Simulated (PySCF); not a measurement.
**Working out the ionisation energy of Cl²⁺**

Cl²⁺ [Ne] 3s2 3p3 (4S) → Cl³⁺ [Ne] 3s2 3p2 (3P). Calculation: PySCF 2.14, in x2c-TZVPPall with one added diffuse shell each of s, p, d type (6s6p4d1f, 51 functions); the spin-free X2C one-electron Hamiltonian (Gaussian nucleus). Frozen: [Ne]. Energies in hartree (1 hartree = 27.21139 eV):

```csv
part,Cl²⁺ (lower),Cl³⁺ (upper)
UHF,-459.626944,-458.195553
CCSD correlation,-0.116784,-0.095469
(T),-0.003328,-0.002060
```

Problem. What does Hartree-Fock give?

Solution. (-458.195553) − (-459.626944) = 1.431391 hartree = 38.950 eV.

Problem. What do CCSD and CCSD(T) give?

Solution. The CCSD correlation energies differ by 0.021315 hartree = 0.580 eV and the triples by 0.001268 hartree = 0.035 eV, so CCSD gives 39.530 eV and CCSD(T) 39.565 eV.

A first-order spin-orbit estimate adds -0.104 eV to CCSD(T) (valence), giving 39.461 eV against 39.8 ± 0.11 eV (semi-empirical (NIST evaluation); NIST Atomic Spectra Database, ionization energies).

What remains against the reference includes basis incompleteness, the frozen core and higher excitations.
